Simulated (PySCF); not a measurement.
## Field gradients at the hydrogen positions

C₇H₅ClO₂.
Structure used (GFN2-xTB), in Å, numbered top down from 1:
```
atom  x, y, z in Å
C1    -2.4006   -0.9564    0.2118
C2    -1.0805   -1.0597    0.0912
C3    -0.1838    0.0691    0.0157
C4    -0.4923    1.4527    0.0517
C5     0.6966    2.1126   -0.0527
O6     1.7172    1.2655   -0.1506
C7     1.2061    0.0132   -0.1115
C8     2.0682   -1.1325   -0.1970
O9     1.7615   -2.2863   -0.1765
Cl10   3.7727   -0.6672   -0.3490
H11   -2.9024   -0.0050    0.2617
H12   -3.0270   -1.8292    0.2646
H13   -0.6031   -2.0276    0.0432
H14   -1.4612    1.8973    0.1425
H15    0.9240    3.1615   -0.0669
```

Level: PBE0/pcSseg-1 (PySCF, non-relativistic); Q(2H) = 0.00286 b; rigid geometry, the same for H and D, with no vibrational averaging.

Question: Rank these positions by the coupling χzz of a deuteron there, largest first.
A. H13 (vinylic hydrogen)
B. H14 (aromatic hydrogen)
C. H15 (aromatic hydrogen)

Answer: B (235 kHz), C (224 kHz), A (210 kHz).

Q: Tabulate Vzz, the asymmetry η and χzz = 234.96 MHz × Q × Vzz for every hydrogen position.

A: 
| atom | bonded to | bond length (Å) | Vzz (au) | η | χzz (kHz) |
| --- | --- | --- | --- | --- | --- |
| H11 | C1 | 1.077 | 0.3363 | 0.05 | 226 |
| H12 | C1 | 1.076 | 0.3371 | 0.04 | 227 |
| H13 | C2 | 1.080 | 0.3132 | 0.06 | 210 |
| H14 | C4 | 1.070 | 0.3492 | 0.07 | 235 |
| H15 | C5 | 1.073 | 0.3339 | 0.09 | 224 |

Q: How does χzz go with the bond length over the 5 C–H bonds?

A: A straight-line fit has a slope of -20.2 kHz for each 0.01 Å, with a correlation coefficient of -0.90, over lengths from 1.070 to 1.080 Å. The longer bonds have the smaller couplings here.

Q: Give the 2H NMR doublet splittings at H12 for a magnetic field along the z, y and x axes of the gradient: 3χ/2, 3χ(1 + η)/4, 3χ(1 − η)/4.

A: With |χ| = 226.6 kHz and η = 0.043: 340, 177 and 163 kHz, to first order and without motion.

One conformer (not necessarily the lowest) at the GFN2-xTB geometry, without solvent, vibrations or thermal averaging. GFN2-xTB bond lengths can be off by several hundredths of an ångström, more for odd bonds, and the gradients follow them. With so small a basis the couplings can be 20 % off.
